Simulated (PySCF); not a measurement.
C2H5N. Atoms are numbered in the order given.

```xyz
8

C      0.1335     1.1380     0.0000
N     -0.5318    -0.1378     0.0000
C      0.1804    -1.1734     0.0000
H     -0.1866     1.7067    -0.8771
H     -0.1866     1.7067     0.8771
H      1.2309     1.0642     0.0000
H      1.2800    -1.1488     0.0000
H     -0.2986    -2.1520     0.0000
```

Geometry optimised at PBE0-D3(BJ)/def2-TZVP.

Calculation: PBE/def2-TZVPD run with PySCF.

Symmetry labels are those of the subgroup Cs that the program uses (full group Cs).

**Question.** List the valence orbital energies around the gap with their symmetry. (Estimate from the structure and the level; the computed values follow.)

**Answer.** 
```tsv
orbital	symmetry	energy (eV)
HOMO−7	A'	-17.64
HOMO−6	A'	-14.30
HOMO−5	A'	-11.77
HOMO−4	A'	-11.29
HOMO−3	A"	-10.71
HOMO−2	A'	-9.14
HOMO−1	A"	-7.55
HOMO	A'	-5.91
LUMO	A"	-1.49
LUMO+1	A'	-0.04
LUMO+2	A'	0.62
LUMO+3	A'	1.17
```
